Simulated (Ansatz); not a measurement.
Stepwise reaction of `[CH3][Al]([C]#N)[C]#N` with hydrogen fluoride, as a gas-phase model of exchange steps in deposition or etching. ΔE in kJ/mol.

Computed with Ansatz on PBE0-D4/def2-TZVP structures; ΔE is electronic, products minus reactants. CBS: MP2 limit from def2 TZ/QZ plus the TZ coupled-cluster correction, frozen cores. This one scheme is used for every species. DFT in def2-TZVPP. B3LYP here is the variant with VWN-RPA as its local correlation; programs differ in this.

```json
{"step": "1", "reaction": "`[CH3][Al]([C]#N)[C]#N` + H–F → `[CH3][Al]([F])[C]#N` + `C#N`", "PBE-D4": "-116.5", "B3LYP-D4": "-123.7", "ωB97M-V": "-122.1", "CCSD(T)/CBS": "-119.2"}
```

(1) Give the row of step 2, `[CH3][Al]([F])[C]#N` + H–F → `[CH3][Al]([F])[F]` + `C#N`. (An estimate is asked.)

(2) By hand: ΔE of the 2 steps together at CCSD(T)/CBS.

Answers

(1) Computed: 
```csv
step,reaction,PBE-D4,B3LYP-D4,ωB97M-V,CCSD(T)/CBS
2,`[CH3][Al]([F])[C]#N` + H–F → `[CH3][Al]([F])[F]` + `C#N`,-114.3,-121.2,-118.3,-117.2
```

(2) (-119.2) + (-117.2) = -236.4 kJ/mol, or -118.2 kJ/mol a step.

In ΔE the steps differ by no more than 2.0 kJ/mol. All are downhill at CCSD(T)/CBS. PBE-D4 differs from CCSD(T)/CBS by 2.7 to 2.9 kJ/mol a step. Isolated molecules leave out the surface, adducts and barriers. Largest T1 diagnostic: 0.014.
